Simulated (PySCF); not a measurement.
**State search for BeAl**

Unrestricted PBE0; Be def2-SVP, Al def2-SVP; no relativity (PySCF 2.14). Outer shells of the fragments: Be 2s2; Al 3s2 3p1.

Followed along the bond (rough minima from three points):

```
2Ms+1   unpaired  ⟨S²⟩ at the start  R at minimum (Å)  Te (eV)
    2        π ↑               0.98              2.41     0.00
    2        σ ↑               0.75              2.64     0.08
    4  σ ↑, π ↑↑               3.77              2.13     0.78
    4  σ ↑↑, π ↑               3.75              2.31     0.88
    2  σ ↑, π ↑↓               1.77              2.13     1.34
```

Solutions found at the starting distance of 2.155 Å, counted from the lowest of them; the search is not exhaustive and high or unbound solutions are not listed, so other states can lie among these:

| 2Ms+1 | unpaired | term | E (eV) | ⟨S²⟩ | ⟨Lz²⟩ | μ (D) |
| --- | --- | --- | --- | --- | --- | --- |
| 2 | π ↑ | ²Π | 0.00 | 0.98 | 1.00 | -0.48 |
| 2 | σ ↑ | ²Σ⁺ | 0.48 | 0.75 | 0.00 | 0.14 |
| 4 | σ ↑, π ↑↑ | ⁴Σ⁻ | 0.59 | 3.77 | 0.00 | -0.22 |
| 4 | σ ↑↑, π ↑ | ⁴Π | 0.78 | 3.75 | 1.00 | 1.63 |
| 2 | σ ↑, π ↑↓ | mixed | 1.15 | 1.77 | 2.01 | -0.34 |
| 2 | σ ↓, π ↑↑ | mixed | 1.34 | 1.77 | 0.00 | -0.49 |
| 2 | σ ↑ | mixed | 1.72 | 0.81 | 2.00 | -0.31 |
| 4 | σ ↑, π ↑↑ | mixed | 2.90 | 3.77 | 2.00 | -0.33 |
| 2 | π ↑ | ²Π | 3.60 | 0.96 | 1.02 | -0.08 |

A term symbol is given only where ⟨S²⟩ and ⟨Lz²⟩ are close to those of a pure state; real π, δ and φ orbitals otherwise mix terms. A positive dipole means Be(−)Al(+).

Q: Compare the gap between the two lowest followed solutions at the starting distance with the gap between their minima.

A: At PBE0 the second solution (doublet, unpaired electrons σ ↑) lies +0.48 eV from the first (doublet, unpaired electrons π ↑) at 2.155 Å and +0.08 eV at the minima; the two curves relax by different amounts, since their minima lie near 2.64 and 2.41 Å.
